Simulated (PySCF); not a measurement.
**Stretching RbI**

Set-up: PySCF, spin-free X2C with a Gaussian nucleus, basis sets Rb x2c-TZVPall, I x2c-TZVPall. Energies in eV from Rb + I in their ground configurations at the same level. State: ¹Σ⁺ (singlet), closed shell.

All columns are PBE0. A positive dipole means Rb(−)I(+).

| R (Å) | E (eV) | μ (D) | Mulliken charge on Rb (basis-dependent) | HOMO (eV) | LUMO (eV) | Mayer bond order | ⟨S²⟩ |
| --- | --- | --- | --- | --- | --- | --- | --- |
| 2.732 | -2.947 | -8.89 | 0.60 | -5.80 | -1.16 | 0.81 | 0.00 |
| 2.859 | -3.267 | -9.50 | 0.61 | -5.75 | -1.24 | 0.77 | 0.00 |
| 2.986 | -3.437 | -10.11 | 0.62 | -5.60 | -1.33 | 0.74 | 0.00 |
| 3.082 | -3.495 | -10.56 | 0.63 | -5.50 | -1.39 | 0.73 | 0.00 |
| 3.177 | -3.510 | -11.02 | 0.63 | -5.40 | -1.45 | 0.72 | 0.00 |
| 3.272 | -3.492 | -11.48 | 0.63 | -5.31 | -1.51 | 0.71 | 0.00 |
| 3.399 | -3.433 | -12.10 | 0.63 | -5.19 | -1.60 | 0.71 | 0.00 |
| 3.558 | -3.321 | -12.87 | 0.63 | -5.04 | -1.70 | 0.70 | 0.00 |
| 3.749 | -3.157 | -13.79 | 0.63 | -4.88 | -1.82 | 0.69 | 0.00 |
| 4.003 | -2.919 | -15.02 | 0.64 | -4.68 | -1.97 | 0.67 | 0.00 |

A fit through these points gives, at Re = 3.167 Å, μ = -10.98 D and dμ/dR = -4.82 D/Å; the reduced mass is 50.87 u.

Question: How strong is the fundamental in the double-harmonic approximation, I = 42.26·(dμ/dR)²/μred km/mol?

Answer: I = 42.26·(-4.82)²/50.87 = 19.3 km/mol at PBE0.

These are scalar-relativistic numbers at best; spin–orbit coupling would shift them, the dissociation energy most.
